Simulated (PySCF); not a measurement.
GaBr from Hartree–Fock to correlated methods

State: ¹Σ⁺ (singlet), closed shell. Set-up: Ga def2-TZVPP, Br def2-TZVPP; no relativity (PySCF 2.14). De refers to Ga + Br in their high-spin ground configurations, without counterpoise correction. A positive dipole means Ga(−)Br(+).

```json
{"Level": "RHF", "Re (Å)": "2.398", "ωe (cm⁻¹)": "259", "De (eV)": "3.24", "μ (D)": "-2.78", "CPU s a point (SCF and correlation, without the integrals)": "0.54"}
{"Level": "RHF-MP2", "Re (Å)": "2.355", "ωe (cm⁻¹)": "277", "De (eV)": "4.50", "μ (D)": "n/a", "CPU s a point (SCF and correlation, without the integrals)": "1"}
{"Level": "RHF-SCS-MP2", "Re (Å)": "2.367", "ωe (cm⁻¹)": "272", "De (eV)": "4.34", "μ (D)": "n/a", "CPU s a point (SCF and correlation, without the integrals)": "n/a"}
{"Level": "RHF-CCSD", "Re (Å)": "2.366", "ωe (cm⁻¹)": "273", "De (eV)": "4.20", "μ (D)": "n/a", "CPU s a point (SCF and correlation, without the integrals)": "n/a"}
{"Level": "RHF-CCSD(T)", "Re (Å)": "2.365", "ωe (cm⁻¹)": "274", "De (eV)": "4.32", "μ (D)": "n/a", "CPU s a point (SCF and correlation, without the integrals)": "37"}
{"Level": "PBE", "Re (Å)": "2.393", "ωe (cm⁻¹)": "257", "De (eV)": "4.50", "μ (D)": "-2.46", "CPU s a point (SCF and correlation, without the integrals)": "1.7"}
{"Level": "r²SCAN", "Re (Å)": "2.365", "ωe (cm⁻¹)": "269", "De (eV)": "4.49", "μ (D)": "-2.27", "CPU s a point (SCF and correlation, without the integrals)": "2.5"}
{"Level": "TPSSh", "Re (Å)": "2.381", "ωe (cm⁻¹)": "261", "De (eV)": "4.43", "μ (D)": "-2.46", "CPU s a point (SCF and correlation, without the integrals)": "3.3"}
{"Level": "PBE0", "Re (Å)": "2.374", "ωe (cm⁻¹)": "265", "De (eV)": "4.39", "μ (D)": "-2.49", "CPU s a point (SCF and correlation, without the integrals)": "4.1"}
{"Level": "B97-3", "Re (Å)": "2.396", "ωe (cm⁻¹)": "258", "De (eV)": "4.35", "μ (D)": "-2.68", "CPU s a point (SCF and correlation, without the integrals)": "1.9"}
{"Level": "MN15", "Re (Å)": "2.358", "ωe (cm⁻¹)": "267", "De (eV)": "4.34", "μ (D)": "-2.41", "CPU s a point (SCF and correlation, without the integrals)": "3.1"}
{"Level": "M06-2X", "Re (Å)": "2.394", "ωe (cm⁻¹)": "263", "De (eV)": "4.30", "μ (D)": "-2.58", "CPU s a point (SCF and correlation, without the integrals)": "3.1"}
{"Level": "CAM-B3LYP", "Re (Å)": "2.374", "ωe (cm⁻¹)": "264", "De (eV)": "4.27", "μ (D)": "-2.65", "CPU s a point (SCF and correlation, without the integrals)": "4.5"}
```

The bond length runs from 2.355 Å (RHF-MP2) to 2.398 Å (RHF). De spans 3.24 eV (RHF, mean field) to 4.50 eV (PBE, GGA). Correlation at CCSD(T) changes the Hartree–Fock bond energy by +1.08 eV; the triples alone change it by +0.12 eV.

Correlated steps freeze 18 core orbitals. Where the molecule has an RHF reference, its open-shell atoms are computed with UHF.

The whole job (state search and all levels along the bond) took about 5.8 min on 2 threads of Arm Neoverse V2 (shared host), peak memory 2.4 GiB.
